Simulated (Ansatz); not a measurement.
```xyz
14

Si   -0.4806   -2.3530    0.4437
Ge   -1.4268   -0.4803   -0.6754
Ge    0.2909    1.1756   -1.1204
Si    1.3382    1.8279    0.9125
H     0.1148   -1.9094    1.7324
H    -1.5060   -3.3938    0.7200
H     0.5932   -2.9458   -0.3971
H    -2.5160    0.1589    0.2071
H    -2.0893   -0.9210   -1.9943
H     1.3361    0.5635   -2.0727
H    -0.3255    2.3996   -1.8234
H     0.3196    2.3825    1.8432
H     2.3857    2.8566    0.6763
H     1.9657    0.6387    1.5481
```

Total charge 0; spin multiplicity 1.

**Question.** List the ωB97M-V/def2-TZVPP orbital energies in eV (the Gaussian-basis code of Ansatz). (Estimate.)

**Answer.** Computed: Occupied: -10866.42, -10866.42, -1807.04, -1807.04, -1362.30, -1362.30, -1210.03, -1210.03, -1210.02, -1210.02, -1210.02, -1210.02, -174.04, -174.04, -148.14, -148.14, -123.29, -123.28, -123.27, -123.26, -123.26, -123.26, -102.26, -102.26, -102.24, -102.24, -102.24, -102.24, -36.17, -36.10, -36.09, -36.06, -36.05, -36.02, -36.01, -35.98, -35.97, -35.94, -19.50, -18.35, -17.22, -16.23, -12.68, -12.66, -12.36, -12.16, -11.77, -11.68, -10.88, -10.20, -9.65. Lowest empty: 1.39, 1.62, 1.83, 2.12, 2.19, 2.35, 2.73, 2.99.
